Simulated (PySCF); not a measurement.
# Heteronuclear NMR

Numbering as in the mapped SMILES `[cH:1]1[cH:2][cH:3][n:4]([CH:5]2[CH2:6][SiH2:7][CH2:8]2)[cH:9]1` (H(Xn): hydrogen on atom n). Ha(C6), Ha(Si7), Ha(C8) are cis to N4 on the ring; Hb(C6), Hb(Si7), Hb(C8) are trans to N4 on the ring.

Computed data (PySCF 2.14.0 with density-fitted response routines): PBE0/pcSseg-1 with gauge-including orbitals, PBE0-D3(BJ)/def2-SVP structure. Non-relativistic, in vacuum, a single conformation, equivalent nuclei averaged.

(1) What are the ²⁹Si shifts?

(2) Where does ¹⁵N resonate?

## Answers

(1) 
```csv
atoms,environment,σ (ppm),δ (ppm)
Si7,"silicon bonded to 2 C, 2 H, in a 4-membered ring",404.2,-57.0
```

Shieldings were converted by a linear fit to measured shifts: ²⁹Si (scatter 9.7 ppm rms, 23.4 ppm with the 5 outliers that the fit left out vs TMS, solution or neat liquid). A few per cent of atoms miss by over 2 rms, more outside the fitted compound classes.

On a 400 MHz spectrometer ²⁹Si resonates near 79.5 MHz, so 1 ppm is 79.5 Hz.

(2) 
```csv
atoms,environment,σ (ppm),δ (ppm)
N4,pyrrole-type ring nitrogen,52.5,-198.5
```

Shieldings were converted by a linear fit to measured shifts: ¹⁵N (scatter 7.2 ppm rms vs CH3NO2, solution or neat liquid). Occasional misses reach two or three times the rms, and more in compound classes unlike the fitted ones.

On a 500 MHz spectrometer ¹⁵N resonates near 50.7 MHz, so 1 ppm is 50.7 Hz.
